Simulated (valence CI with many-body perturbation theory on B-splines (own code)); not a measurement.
**Bi XII: E2, M1 decay**

Level of theory: relativistic CI+MBPT: four valence electrons over a frozen Dirac-Fock core [Xe] 4f14, radial functions for each j: 9 s, 9 p, 10 d, 8 f, 5 g, 3 h, 1 i, with the one-electron correlation potential Σ1 (screened to all orders), the two-electron term Σ2, the three-electron term Σ3, Breit, model QED; selected single and double excitations, second order for the rest, scaled by the run's own slope (own B-spline code, finite nucleus).

No measured levels were compared; by estimate terms of the open shell hold to 2 to 4 % of their energy, and close levels can change places. Core correlation moves these levels by up to 15000 cm⁻¹, and in measured spectra 5 to 20 % of such shifts remained as error; rates that hang on mixing are uncertain with them. The list stops below the first excitations out of the core. Only levels of the ground parity were solved; by the run's estimate the other parity begins above the list, which can be wrong where configurations are misplaced.

Lines 51 to 100 of 120 in falling wavelength, among levels below 422720 cm⁻¹, chosen from the decays that carry over 1 % of a level's rate. Wavelengths and rates use the calculated energies, so an error of 2000 cm⁻¹ moves a line at 274.2 nm by 5.5 % and its rate by three times that or more. Electric multipoles are in the length gauge, E1 and E2 with the static RPA response of the core. S is in atomic units (e²a₀⁴ for E2 and M2, e²a₀⁶ for E3), for M1 in squared Bohr magnetons. Weak lines are less certain than strong ones. Lines between different terms over intervals too small for the method are left out, as are lines whose strength nearly cancels.

Levels are named by their leading jj configuration (3d3/2^4 stands for four electrons in 3d with j = 3/2), which in mixed levels can hold well under half, so a name can repeat and another be missing. Letters in brackets count levels of one name in rising energy.

```csv
λ vac (nm),Upper,Lower,Type,A (s⁻¹),S (a.u.)
274.2,(5d3/2^2 5d5/2^2) J=4 [c],(5d3/2^2 5d5/2^2) J=5,M1,3.04e+01,2.09e-01
272.0,(5d3/2^2 5d5/2^2) J=1,(5d3/2^3 5d5/2) J=2,M1,7.06e+02,1.58e+00
270.3,(5d3/2 5d5/2^3) J=6,(5d3/2^2 5d5/2^2) J=5,M1,3.43e+02,3.27e+00
268.1,(5d3/2 5d5/2^3) J=2 [a],(5d3/2^2 5d5/2^2) J=3 [b],M1,2.52e+02,9.00e-01
267.5,(5d3/2 5d5/2^3) J=2 [a],(5d3/2^2 5d5/2^2) J=2 [b],M1,1.39e+02,4.93e-01
264.8,(5d3/2^2 5d5/2^2) J=4 [b],(5d3/2^3 5d5/2) J=3,M1,6.36e+01,3.94e-01
263.8,(5d3/2 5d5/2^3) J=3 [b],(5d3/2^2 5d5/2^2) J=3 [b],M1,3.27e+02,1.56e+00
263.2,(5d3/2 5d5/2^3) J=3 [b],(5d3/2^2 5d5/2^2) J=2 [b],M1,1.74e+02,8.23e-01
262.4,(5d3/2^2 5d5/2^2) J=2 [d],(5d3/2^2 5d5/2^2) J=1,M1,1.55e+01,5.20e-02
260.1,(5d3/2 5d5/2^3) J=4 [b],(5d3/2 5d5/2^3) J=3 [a],M1,1.05e+02,6.18e-01
257.0,(5d3/2^2 5d5/2^2) J=2 [b],(5d3/2^3 5d5/2) J=3,M1,2.70e+00,8.49e-03
256.4,(5d3/2^2 5d5/2^2) J=3 [b],(5d3/2^3 5d5/2) J=3,M1,3.14e+01,1.37e-01
255.5,(5d3/2 5d5/2^3) J=3 [b],(5d3/2^2 5d5/2^2) J=4 [b],M1,1.24e+02,5.37e-01
255.2,(5d3/2^2 5d5/2^2) J=4 [b],(5d3/2^3 5d5/2) J=4,M1,5.98e+00,3.32e-02
254.6,(5d3/2 5d5/2^3) J=3 [c],(5d3/2^2 5d5/2^2) J=2 [c],M1,1.95e+02,8.36e-01
252.3,(5d3/2 5d5/2^3) J=1 [b],(5d3/2^2 5d5/2^2) J=2 [c],M1,2.71e+02,4.85e-01
247.4,(5d3/2^2 5d5/2^2) J=3 [b],(5d3/2^3 5d5/2) J=4,M1,3.27e+02,1.28e+00
245.9,(5d3/2 5d5/2^3) J=1 [a],(5d3/2^2 5d5/2^2) J=2 [a],M1,5.79e+02,9.58e-01
244.5,(5d3/2^2 5d5/2^2) J=2 [a],(5d3/2^3 5d5/2) J=1,M1,6.13e+02,1.66e+00
239.0,(5d3/2^2 5d5/2^2) J=4 [c],(5d3/2^2 5d5/2^2) J=3 [a],M1,2.23e+02,1.01e+00
234.8,(5d3/2 5d5/2^3) J=3 [c],(5d3/2 5d5/2^3) J=4 [a],M1,1.43e+02,4.80e-01
232.0,(5d3/2 5d5/2^3) J=0,(5d3/2^2 5d5/2^2) J=1,M1,9.89e+02,4.58e-01
228.4,(5d3/2 5d5/2^3) J=5,(5d3/2^2 5d5/2^2) J=4 [a],M1,8.56e+01,4.16e-01
223.0,(5d3/2^2 5d5/2^2) J=2 [b],(5d3/2^3 5d5/2) J=2,M1,5.07e+01,1.04e-01
222.6,(5d3/2^2 5d5/2^2) J=3 [b],(5d3/2^3 5d5/2) J=2,M1,2.23e+01,6.39e-02
221.0,(5d3/2 5d5/2^3) J=4 [b],(5d3/2 5d5/2^3) J=4 [a],M1,6.85e+02,2.47e+00
220.3,(5d3/2^2 5d5/2^2) J=4 [c],(5d3/2^2 5d5/2^2) J=4 [a],M1,3.30e+02,1.18e+00
220.0,(5d3/2 5d5/2^3) J=2 [a],(5d3/2^2 5d5/2^2) J=1,M1,2.59e+02,5.10e-01
217.3,(5d3/2^2 5d5/2^2) J=2 [d],(5d3/2^2 5d5/2^2) J=3 [a],M1,1.41e+01,2.68e-02
217.0,(5d3/2^2 5d5/2^2) J=2 [d],(5d3/2^2 5d5/2^2) J=2 [a],M1,7.82e+00,1.48e-02
213.8,(5d3/2 5d5/2^3) J=1 [a],(5d3/2^2 5d5/2^2) J=0 [a],M1,7.34e+02,7.98e-01
198.4,(5d3/2 5d5/2^3) J=4 [a],(5d3/2^3 5d5/2) J=3,M1,1.96e+02,5.11e-01
187.4,(5d3/2 5d5/2^3) J=2 [a],(5d3/2^2 5d5/2^2) J=3 [a],M1,4.16e+02,5.07e-01
186.1,(5d3/2^2 5d5/2^2) J=2 [c],(5d3/2^3 5d5/2) J=3,M1,9.05e+02,1.08e+00
185.3,(5d3/2 5d5/2^3) J=3 [b],(5d3/2^2 5d5/2^2) J=3 [a],M1,1.29e+02,2.12e-01
185.0,(5d3/2 5d5/2^3) J=3 [b],(5d3/2^2 5d5/2^2) J=2 [a],M1,1.81e+01,2.98e-02
183.7,(5d3/2 5d5/2^3) J=1 [b],(5d3/2^2 5d5/2^2) J=2 [b],M1,3.73e+01,2.57e-02
181.0,(5d3/2 5d5/2^3) J=3 [c],(5d3/2^2 5d5/2^2) J=4 [b],M1,2.61e+01,4.02e-02
176.5,(5d3/2 5d5/2^3) J=4 [b],(5d3/2^2 5d5/2^2) J=3 [b],M1,2.10e+02,3.85e-01
175.6,(5d3/2^2 5d5/2^2) J=2 [b],(5d3/2^3 5d5/2) J=1,M1,5.89e+01,5.91e-02
174.7,(5d3/2 5d5/2^3) J=3 [a],(5d3/2^3 5d5/2) J=3,M1,7.21e+01,9.98e-02
173.9,(5d3/2 5d5/2^3) J=3 [b],(5d3/2^2 5d5/2^2) J=4 [a],M1,1.60e+02,2.18e-01
167.6,(5d3/2^2 5d5/2^2) J=2 [c],(5d3/2^3 5d5/2) J=2,M1,1.47e+02,1.28e-01
160.0,(5d3/2 5d5/2^3) J=1 [b],(5d3/2^2 5d5/2^2) J=1,M1,1.40e+02,6.39e-02
158.3,(5d3/2 5d5/2^3) J=3 [a],(5d3/2^3 5d5/2) J=2,M1,1.74e+02,1.79e-01
154.8,(5d3/2 5d5/2^3) J=5,(5d3/2^3 5d5/2) J=4,M1,1.05e+01,1.59e-02
154.6,(5d3/2 5d5/2^3) J=3 [c],(5d3/2^2 5d5/2^2) J=5,E2,9.46e+00,5.21e-01
154.4,(5d3/2^2 5d5/2^2) J=4 [c],(5d3/2^3 5d5/2) J=3,M1,5.18e+01,6.36e-02
152.9,(5d3/2^2 5d5/2^2) J=0 [b],(5d3/2^2 5d5/2^2) J=1,M1,1.77e+02,2.35e-02
148.5,(5d3/2 5d5/2^3) J=4 [b],(5d3/2^2 5d5/2^2) J=5,M1,4.29e+02,4.68e-01
```
